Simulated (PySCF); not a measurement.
From computed data to an observable: dipole moment from atomic charges

SeCl2, SMILES Cl[Se]Cl. Atoms are numbered in the order given.

```xyz
3

Se     0.0000     0.0000     0.6855
Cl     0.0000    -1.6435    -0.6855
Cl     0.0000     1.6435    -0.6855
```

The structure is a stationary point at ωB97X-D3(BJ)/def2-TZVP. The isomer is the one that the SMILES or the coordinates give; other isomers of the formula were not compared.

Charges (e) from M06-2X/def2-TZVPD (PySCF):

| atom | ESP fit | IAO |
|---|---|---|
| Se1 | 0.138 | 0.397 |
| Cl2 | -0.069 | -0.199 |
| Cl3 | -0.069 | -0.199 |

The dipole moment of the full density is 1.01 D.

**Question.** What dipole moment does each set of point charges give, and which comes closer to that of the density?

**Answer.** 
μ = Σ q r, and 1 e Å = 4.8032 D.
ESP fit: Σ q r = (0.000, 0.000, 0.189) e Å, |μ| = 0.91 D.
IAO: Σ q r = (0.000, 0.000, 0.545) e Å, |μ| = 2.62 D.
ESP fit comes closer in size. Point charges leave out the atoms' own dipoles (lone pairs, polarised bonds); fits to the potential absorb them, partitions of the density don't.
